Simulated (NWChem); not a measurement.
System: SeIBr; SMILES Br[Se]I

Input file for NWChem:

```
start job
memory heap 200 mb stack 900 mb global 1100 mb
geometry units angstroms noautoz
  Se     1.046169     0.449356     0.000000
  Br    -0.584855     2.102226     0.000000
  I     -0.284630    -1.689921     0.000000
end
basis spherical
  * library def2-svp
end
ecp
  I library def2-ecp
end
dft
  xc xpbe96 cpbe96
  iterations 150
  vectors input atomic output neutral.movecs
end
task dft energy
charge 1
dft
  odft
  mult 2
  vectors input atomic output cation.movecs
end
task dft energy
```

The geometry was optimised at PBE0/def2-SVP. Not confirmed as a minimum by frequencies. def2 effective core potentials on I; no spin-orbit coupling.

Ions are spin-unrestricted doublets at the neutral geometry; other ion states weren't tried.

Problem. What results follow from this input? (PBE/def2-SVP with def2 effective core potentials on I, vertical spin-unrestricted ions.) Quantities: vertical ionisation energy, ΔSCF (eV); −ε(HOMO) (eV).

Solution. 
```yaml
vertical ionisation energy, ΔSCF (eV): 8.42
"−ε(HOMO) (eV)": 5.48
```
